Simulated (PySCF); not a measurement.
## Effect of structural changes

Computed with TDDFT LC-wPBE/aug-cc-pVDZ circular dichroism and optical rotation, one conformer, gas phase in PySCF 2.14.0. Geometry: GFN2-xTB.

Each molecule in one low-energy conformer. The parent is C[Si@@H]1OC[C@@H](C#N)O1.

**Question.** How does the specific rotation at 589.3 nm (origin-invariant length gauge) change along this series?
- C[Si@@H]1OC[C@@H](C#N)O1 (base)
- C[Si@@H]1OC[C@H](C#N)O1 (diastereomer)

**Answer.** 
| molecule | [α]589 (deg dm⁻¹ (g/mL)⁻¹) | S1 (eV) | R(S1), velocity form (10⁻⁴⁰ esu² cm²) |
| --- | --- | --- | --- |
| C[Si@@H]1OC[C@@H](C#N)O1 | -7.5 | 7.58 | -3.3 |
| C[Si@@H]1OC[C@H](C#N)O1 | -17.8 | 7.62 | +3.1 |

The specific rotation at 589.3 nm (origin-invariant length gauge) is lowest for C[Si@@H]1OC[C@H](C#N)O1 and highest for C[Si@@H]1OC[C@@H](C#N)O1.
